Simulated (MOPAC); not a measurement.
Job for MOPAC: PM3 on BeHI (SMILES [BeH][I]), a point of a bond scan (R = 1.984 Å).

```
PM3 1SCF PRECISE CHARGE=0 THREADS=1
BeHI

Be    -0.00000000 1    -0.00000000 1    -1.96186424 1
H      0.00000000 1     0.00000000 1    -3.94611367 1
I      0.00000000 1     0.00000000 1     0.21004064 1
```

The log:

```
*******************************************************************************
 **                                                                           **
 **                              MOPAC v23.2.5                                **
 **                                                                           **
 *******************************************************************************
 ** MOPAC's Digital Object Identifier: https://doi.org/10.5281/zenodo.6511958 **
 **                                                                           **
 ** Please cite the open-source release paper for use of this MOPAC version:  **
 ** J. E. Moussa and J. J. P. Stewart (2026)                                  **
 ** MOPAC: An open-source semiempirical molecular orbital program             **
 ** J. Open Source Softw., 11(119), 8025, https://doi.org/10.21105/joss.08025 **
 *******************************************************************************

                              PM3 CALCULATION RESULTS

 *******************************************************************************
 *  PM3        - The PM3 Hamiltonian to be used
 *
 *
 *
 *                 CHARGE ON SYSTEM = 0
 *
 *
 *
 *  PRECISE    - TIGHTER CRITERIA TO BE USED
 *  1SCF       - DO 1 SCF AND THEN STOP
 *  THREADS=1  - MULTI-THREADING NOT USED
 *  T=         - A TIME OF 172800.0 SECONDS REQUESTED
 *  DUMP=N     - RESTART FILE WRITTEN EVERY 7200.0 SECONDS REQUESTED
 *******************************************************************************
PM3 1SCF PRECISE CHARGE=0 THREADS=1
 BeHI

   ATOM   CHEMICAL          X               Y               Z
  NUMBER   SYMBOL      (ANGSTROMS)     (ANGSTROMS)     (ANGSTROMS)

     1      Be         -0.00000000  *  -0.00000000  *  -1.96186424  *
     2       H          0.00000000  *   0.00000000  *  -3.94611367  *
     3       I          0.00000000  *   0.00000000  *   0.21004064  *



          CARTESIAN COORDINATES

    NO.       ATOM           X           Y           Z

     1        Be         -0.0000     -0.0000     -1.9619
     2         H          0.0000      0.0000     -3.9461
     3         I          0.0000      0.0000      0.2100

  H: (PM3): J. J. P. STEWART, J. COMP. CHEM. 10, 209 (1989).
 Be: (PM3): J. J. P. STEWART, J. COMP. CHEM. 10, 209 (1989).
  I: (PM3): J. J. P. STEWART, J. COMP. CHEM. 10, 209 (1989).

           Empirical Formula: H Be I  =     3 atoms



      MOLECULAR POINT GROUP   :   C*v


      RHF CALCULATION, NO. OF DOUBLY OCCUPIED LEVELS = 5


 -------------------------------------------------------------------------------
 PM3 1SCF PRECISE CHARGE=0 THREADS=1
 BeHI



     1SCF WAS SPECIFIED, SO BFGS WAS NOT USED
     SCF FIELD WAS ACHIEVED


                              PM3 CALCULATION
                                                       MOPAC v23.2.5 Linux




          FINAL HEAT OF FORMATION =         57.11164 KCAL/MOL =     238.95512 KJ/MOL


          COSMO AREA              =         99.66 SQUARE ANGSTROMS
          COSMO VOLUME            =         84.82 CUBIC ANGSTROMS

          IONIZATION POTENTIAL    =          9.956807 EV
          HOMO LUMO ENERGIES (EV) =         -9.957 -1.515
          NO. OF FILLED LEVELS    =          5
          MOLECULAR WEIGHT        =        136.9246         POINT GROUP:  C*v

          MOLECULAR DIMENSIONS (Angstroms)

            Atom       Atom       Distance
            I     3    H     2     4.15615
            I     3    H     2     0.00000
           Be     1    H     2     0.00000


          SCF CALCULATIONS        =          1





   ATOM   CHEMICAL          X               Y               Z
  NUMBER   SYMBOL      (ANGSTROMS)     (ANGSTROMS)     (ANGSTROMS)

     1      Be         -0.00000000  *  -0.00000000  *  -1.96186424  *
     2       H          0.00000000  *   0.00000000  *  -3.94611367  *
     3       I          0.00000000  *   0.00000000  *   0.21004064  *

                             CARTESIAN COORDINATES

   1   Be       -0.000000000    -0.000000000    -1.961864240
   2    H        0.000000000     0.000000000    -3.946113670
   3    I        0.000000000     0.000000000     0.210040640


           Empirical Formula: H Be I  =     3 atoms



      MOLECULAR POINT GROUP   :   C*v


                  EIGENVALUES
 -13.71924 -11.23701 -11.09759 -11.09759  -9.95681  -1.51493   1.29684   1.50574
   1.50574


              NET ATOMIC CHARGES AND DIPOLE CONTRIBUTIONS

  ATOM NO.   TYPE          CHARGE      No. of ELECS.   s-Pop       p-Pop
    1         Be           0.659205        1.3408     1.00596     0.33483
    2          H          -0.118271        1.1183     1.11827
    3          I          -0.540934        7.5409     1.84625     5.69468
 DIPOLE           X         Y         Z       TOTAL
 POINT-CHG.     0.000     0.000    -4.516     4.516
 HYBRID         0.000     0.000     0.400     0.400
 SUM            0.000     0.000    -4.116     4.116


          ATOMIC ORBITAL ELECTRON POPULATIONS

     Atom    s        px        py        pz
    1 Be   1.00596   0.01000   0.01000   0.31483
    2  H   1.11827
    3  I   1.84625   1.99000   1.99000   1.71468

 **********************
 *                    *
 * JOB ENDED NORMALLY *
 *                    *
 **********************




 == MOPAC DONE ==
```

The run finished.

Cost: about 0.020 core-seconds (a rough figure).
